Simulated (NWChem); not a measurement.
Si2H5O2F; SMILES [SiH2]([Si@@H](O)F)O

```xyz
10

O      0.7048    -2.0984     0.3050
Si    -0.7374    -1.3020    -0.0668
Si    -0.0165     0.9104    -0.4170
O     -0.8560     1.9576     0.5774
F      1.5616     0.7757     0.0940
H      1.4211    -1.4556     0.4734
H     -1.7413    -1.3671     1.0545
H     -1.3603    -1.9186    -1.2890
H      0.0752     1.4617    -1.8160
H     -0.6859     2.9072     0.4444
```
Atoms are numbered in this order, from 1.

Results from NWChem. Coordinates come from a PBE-D3(BJ)/def2-SVP optimisation. Level MN15/def2-SVP: energy and gradient on several grids; changes count from the extra-fine grid, which is no exact limit either.

| grid | size of the energy change (μHa) | largest change of a gradient component (μHa/bohr) | time, medium = 1 (rough) |
|---|---|---|---|
| xcoarse | 100000 | 2000 | about 1 |
| coarse | 3000 | 600 | about 1 |
| medium | 30 | 100 | about 1 |
| fine | < 10 | < 30 | about 1 |
| xfine | < 10 | < 30 | 3 |
